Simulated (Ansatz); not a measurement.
Ansatz results at the PBE0-D4/def2-TZVP geometry: HOMO energy (PBE0/def2-TZVPP) -7.24 eV; HOMO–LUMO gap (PBE/def2-TZVPP) 4.56 eV; HOMO–LUMO gap (B3LYP/def2-TZVPP) 6.28 eV.

**Question.** Which molecule gave them?
A. `N#COC(F)[SiH3]`
B. `CC[SiH2]I`
C. `B[SiH](Cl)Br`
D. `[F][GeH]1[NH]C[S]1`

**Answer.** D. The others give `B[SiH](Cl)Br`: -8.15, 4.44, 6.12; `N#COC(F)[SiH3]`: -9.00, 6.46, 8.26; `CC[SiH2]I`: -7.51, 5.12, 6.64.

B3LYP here is the variant with VWN-RPA as its local correlation; programs differ in this.
